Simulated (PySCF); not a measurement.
Species: C7H11FSSi.
Numbering: `[CH2:1]=[C:2]([CH3:3])[C@@H:4]1[CH2:5][Si@H:6]([F:7])[CH2:8][C:9]1=[S:10]`

NICS = −σ at a ghost point: NICS(0) at the centroid of the ring atoms, NICS(1) 1 Å to either side along the normal of their mean plane, zz for the tensor component along that normal. Level: GIAO PBE0/pcSseg-1 (PySCF, non-relativistic, gas phase) on the GFN2-xTB geometry, one conformer.

Ring bond lengths (Å), with Mayer bond orders in brackets: C4–C5 1.541 (1.01), C5–Si6 1.901 (0.90), Si6–C8 1.902 (0.88), C8–C9 1.487 (0.99), C9–C4 1.506 (0.93).

Task: Give the NICS values of each ring in ppm.

Result: 
```json
{"ring": "C4–C5–Si6–C8–C9", "type": "5-membered ring with Si; formal bonds all single", "NICS(0)": "1.5", "NICS(1), two faces": "-4.3 / 0.4", "NICS(1)zz, two faces": "-5.3 / 1.8", "rms pucker (Å)": "0.14", "centre to ring atoms, mean (Å)": "1.40"}
```

Task: What do they say, and how far can they be read as aromaticity?

Result: 
- C4–C5–Si6–C8–C9: mean NICS(1)zz -1.7 ppm, near zero. C4, C5, Si6, C8 have four or more neighbours; no verdict on aromaticity is drawn. The two faces differ by 7.1 ppm, so no symmetry operation interchanges them.

Task: At the second NICS(1) probe listed for ring C4–C5–Si6–C8–C9, 1 Å off the ring, what do the in-plane components average?

Result: The isotropic value is a third of the trace: (3 × 0.4 − (1.8))/2 = -0.3 ppm.

Task: List the ring angles and the Hirshfeld charges of the ring atoms.

Result: 
- C4–C5–Si6–C8–C9: C4 109.4° (-0.031 e), C5 106.8° (-0.163 e), Si6 93.8° (+0.461 e), C8 104.4° (-0.173 e), C9 114.0° (+0.055 e); sum 528.4° against 540° for a flat convex ring.

Hardware: an Arm Neoverse N1 with one thread, shared host. Cost: 2.1 min wall, 1.1 GiB resident at most. This is the whole shielding run at PBE0/pcSseg-1, SCF included.
